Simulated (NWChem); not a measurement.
System: SiH2S2F2; SMILES F[Si](F)(S)S

Here is an NWChem input.

```
start job
memory heap 200 mb stack 900 mb global 1100 mb
geometry units angstroms noautoz
  F     -0.119557    -1.285626    -1.318633
  Si     0.000000     0.000000    -0.358883
  F      0.119557     1.285626    -1.318633
  S     -1.783554    -0.020701     0.770826
  S      1.783554     0.020701     0.770826
  H     -1.385074     1.007413     1.552493
  H      1.385074    -1.007413     1.552493
end
basis spherical
  * library def2-svp
end
dft
  xc bhlyp
  iterations 150
  mulliken
end
task dft energy
```

Geometry: optimised at PBE0/def2-SVP.

Predict the main results of this run. (BHandHLYP/def2-SVP.) Quantities: energy (Ha); highest occupied level (eV); orbital gap (eV); dipole (D).

The energy (Ha) is -1286.37 and the highest occupied level (eV) comes out as -9.17. The orbital gap (eV) comes out as 10.32 and the dipole (D) is 2.49.
